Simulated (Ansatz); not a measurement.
`C=C=[C](C)[GaH2]` and `BC(C)=C=C` differ in one element.

Ansatz, PBE0-D4/def2-TZVP geometries, multiplicity 1. 

Scalar relativity is left out up to krypton.

| property | `C=C=[C](C)[GaH2]` |
| --- | --- |
| HOMO–LUMO gap (B3LYP/def2-TZVPP) / eV | 4.91 |
| HOMO–LUMO gap (PBE/def2-TZVPP) / eV | 3.50 |
| LUMO energy (ωB97M-V/def2-TZVPP) / eV | 0.11 |
| LUMO energy (B3LYP/def2-TZVPP) / eV | -1.87 |
| LUMO energy (PBE/def2-TZVPP) / eV | -2.40 |
| HOMO energy (PBE0/def2-TZVPP) / eV | -6.98 |

(1) What does the change do to each property? (An estimate is asked.)

## Answers

(1) The calculation gave: 
```csv
property,`BC(C)=C=C`,shift
HOMO–LUMO gap (B3LYP/def2-TZVPP) / eV,5.48,0.57
HOMO–LUMO gap (PBE/def2-TZVPP) / eV,3.79,0.29
LUMO energy (ωB97M-V/def2-TZVPP) / eV,0.19,0.08
LUMO energy (B3LYP/def2-TZVPP) / eV,-1.99,-0.12
LUMO energy (PBE/def2-TZVPP) / eV,-2.74,-0.34
HOMO energy (PBE0/def2-TZVPP) / eV,-7.69,-0.71
```

With PBE0 the HOMO falls by 0.71 eV and the LUMO falls by 0.18 eV, so the gap widens by about 0.53 eV. PBE moves the HOMO by -0.62 eV and ωB97M-V by -0.82 eV.

Positive LUMOs are unbound, so they and the gaps depend on the basis.

B3LYP here is the variant with VWN-RPA as its local correlation; programs differ in this.
